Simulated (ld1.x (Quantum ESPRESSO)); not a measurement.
Values are calculated unless marked as measured or tabulated.
## Hardness and transferability of assorted potentials

Generated with ld1.x 7.5 (TM, RRKJ, ultrasoft, PAW), atompaw 4.2 or ONCVPSP 4.0.1. The cutoff is in Ry: for ld1.x and atompaw files where the sum of valence levels is converged to 10 mRy in a Bessel basis, for ONCV files where the hardest occupied wave has 1 mHa per electron of residual kinetic energy. The error is the largest all-electron minus pseudo excitation energy over each file’s own four to seven test configurations (ionisations up to +4, promotions, holes and added fractions of an electron), all of which were solved. The labels leave out finer settings (local radius, basis sizes, second energies), which also bear on the numbers. Spin-polarised tests are not counted. The rows are a selection from randomly drawn settings: files with unsolved tests, undetermined cutoffs or missed reference levels are left out.

| element | potential | cutoff (Ry) | largest error (meV) | bound ghosts |
| --- | --- | --- | --- | --- |
| Al | ultrasoft, PBE, scalar-relativistic, rc 1.80/1.95/1.95 (spd), local d, core correction no, reference 3s2 3p0.75 | 8 | +42 | none |
| Mn | PAW, PBE, scalar-relativistic, rc 2.55/2.45/1.50 (spd), local smoothed, core correction yes, reference 3d5 4s0 4p0 | 45 | -338 | none |
| Hf | TM, PBE, scalar-relativistic, rc 2.40/3.15/2.35 (spd), local s, core correction no, reference 5d2 6s0 6p0 | 25 | +453 | none |

**Question.** Fill in the row for In: TM, PBE, non-relativistic, rc 2.10/2.90/1.45/3.00 (spdf), local s, core correction no, reference 4d10 5s2 5p0.5.

**Answer.** cutoff 90 Ry, largest error -279 meV, bound ghosts: none.

**Question.** Fill in the row for Be: TM semilocal, PBE, scalar-relativistic, rc 2.20/4.20/3.35 (spd), local p, core correction no, reference 2s2 2p0.

**Answer.** cutoff 8 Ry, largest error -194 meV, bound ghosts: none.

**Question.** Fill in the row for Tc: TM semilocal, PBE, non-relativistic, rc 2.90/2.50/1.90 (spd), local p, core correction yes, reference 4d5 5s1 5p0.

**Answer.** cutoff 45 Ry, largest error -188 meV, bound ghosts: none.
